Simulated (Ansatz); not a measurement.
`CBBF` + CH₃NH₂ → `CBNC` + `BF`  (cleavage of the B–B bond)

Isolated molecules relaxed with PBE0-D4/def2-TZVP in Ansatz; ΔE leaves out vibrations. CBS: MP2 limit from def2 TZ/QZ plus the TZ coupled-cluster correction, frozen cores. This one scheme is used for every species. Functionals use def2-TZVPP. B3LYP here is the variant with VWN-RPA as its local correlation; programs differ in this. One conformer a species, not always the lowest.

`CBBF`:

Z-matrix (Å, degrees):
```
C
B 1 1.557
H 1 1.104 2 103.1
H 1 1.091 2 116.5 3 116.2
H 1 1.092 2 114.3 3 -113.6
B 2 1.683 1 124.7 3 -99.1
H 2 1.205 1 117.2 3 80.5
F 6 1.331 2 122.4 1 87.4
H 6 1.210 2 122.4 1 -93.1
```

CH₃NH₂:

Cartesian coordinates in Å:
```
C -0.153 -0.471 0.279
N -0.073 0.730 -0.535
H 0.778 -0.756 0.790
H -0.461 -1.312 -0.346
H -0.924 -0.341 1.041
H 0.630 0.626 -1.256
H 0.202 1.525 0.027
```

`CBNC`:

```xyz
12

C    -0.547    1.453    1.257
B    -0.093    0.695   -0.040
N     0.115   -0.679   -0.053
C     0.530   -1.485   -1.175
H    -0.678    0.808    2.131
H    -1.493    1.978    1.083
H     0.177    2.231    1.520
H     0.092    1.283   -1.074
H    -0.031   -1.203    0.797
H     0.664   -0.841   -2.044
H     1.479   -1.994   -0.979
H    -0.216   -2.246   -1.425
```

`BF`:

Z-matrix (Å, degrees):
```
B
F 1 1.317
H 1 1.197 2 117.8
H 1 1.198 2 117.8 3 -180.0
```

```json
{"level": "PBE0-D4", "ΔE (eV)": "-1.79"}
{"level": "PBE0", "ΔE (eV)": "-1.77"}
{"level": "B3LYP", "ΔE (eV)": "-1.81"}
{"level": "RPA@PBE/def2-TZVPP", "ΔE (eV)": "-1.86"}
```

(1) What does CCSD(T)/CBS give? (Estimate.)

(2) What do rigid-rotor, harmonic-oscillator terms from PBE0-D4/def2-TZVP frequencies (298.15 K, 1 bar) make of the CCSD(T)/CBS value? (Best estimate.)

Largest T1 diagnostic among the species: 0.013.

## Answers

(1) Ansatz gave: -1.84 eV. The listed levels differ from it by 0.05, 0.07, 0.03, -0.02 eV.

(2) Ansatz gave: ΔZPE = +0.01 eV, ΔH = -1.84 eV, ΔS = -21 J/(mol·K), ΔG = -1.78 eV.

Leaving LDA and LC-ωPBE aside and taking each functional with its dispersion term where it has one, the values, not all of them listed here, spread over 0.13 eV, from CAM-B3LYP-D4 to B97M-V. LDA lies −0.15 eV from PBE without D4. In def2-TZVPP, CCSD(T) changes the Hartree–Fock value by −0.08 eV (the triples alone add −0.03 eV) and MP2 by −0.15 eV.
